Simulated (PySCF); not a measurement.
**Energy of Cr⁺ (chromium, charge +1) between two integer charges**

The 3d alpha orbital of [Ar] 3d5 is emptied in steps (occupation f), with all orbitals relaxed, ending at [Ar] 3d4. Calculation: PySCF 2.14, in def2-TZVPPD (6s6p4d2f1g, 67 functions); no relativity, point nucleus. The exact energy is a straight line in f; departures are measured from the line between the end points of the same method.

```
  f  LDA (eV)  PBE (eV)
  1     0.000     0.000
0.8    -1.044    -1.022
0.6    -1.592    -1.557
0.4    -1.618    -1.581
0.2    -1.095    -1.069
  0     0.000     0.000
```

```
method  E(f=0) − E(f=1) (eV)  −ε at f=1 (eV)  −ε at f=0.4 (eV)
   LDA                17.597          11.189            18.821
   PBE                17.253          10.978            18.455
```

Orbital energy along the path (eV):

| f | LDA | PBE |
| --- | --- | --- |
| 1 | -11.189 | -10.978 |
| 0.8 | -13.593 | -13.336 |
| 0.6 | -16.140 | -15.833 |
| 0.4 | -18.821 | -18.455 |
| 0.2 | -21.624 | -21.189 |
| 0 | -24.536 | -24.024 |

Reference removal energy between the ground levels: 16.486 eV (measured; NIST Atomic Spectra Database, ionization energies). The calculation has no spin-orbit coupling. The determinant left behind need not be the lowest term of the ion.
